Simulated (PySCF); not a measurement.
Electron correlation in Te²⁺ (tellurium, charge +2)

[Kr] 4d10 5s2 5p2, high-spin 3P determinant. Computed with PySCF 2.14 in aug-cc-pVDZ-PP with ECP28MDF, with scalar relativity through the core potential. Frozen: 4s2 4p6 4d10; 4 electrons correlated.

MP2 pair energies summed by pair of shells (mhartree):

```tsv
pair	energy	share (%)
5s-5p	-22.43	61.0
5s-5s	-10.69	29.1
5p-5p	-3.64	9.9
```

Total MP2 correlation energy: -36.76 mhartree.

Same-spin part -5.93 and opposite-spin part -30.84 mhartree; SCS-MP2 scales them by 1/3 and 6/5 to -38.98 mhartree.
